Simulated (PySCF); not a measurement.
C2H8AlN, SMILES C[N](C)[AlH2]. The structure is a stationary point at PBE-D3(BJ)/def2-SVP. The structure was generated by enumeration; whether it is a known compound was not checked.

Q: Give the equilibrium geometry at PBE-D3(BJ)/def2-SVP (PySCF confirms it by a frequency run) as Cartesian coordinates in Å, and its point group. (Estimate from the structure and the level; the computed values follow.)

A: point group C2v.
```xyz
12

Al     0.0000     0.0000     1.4853
H      0.0000    -1.4249     2.2076
H      0.0000     1.4249     2.2076
N      0.0000     0.0000    -0.3160
C      0.0000     1.2098    -1.1190
C      0.0000    -1.2098    -1.1190
H     -0.8958     1.2669    -1.7836
H      0.8958     1.2669    -1.7836
H      0.0000     2.1123    -0.4746
H      0.8958    -1.2669    -1.7836
H     -0.8958    -1.2669    -1.7836
H      0.0000    -2.1123    -0.4746
```
Charge 0, spin multiplicity 1.
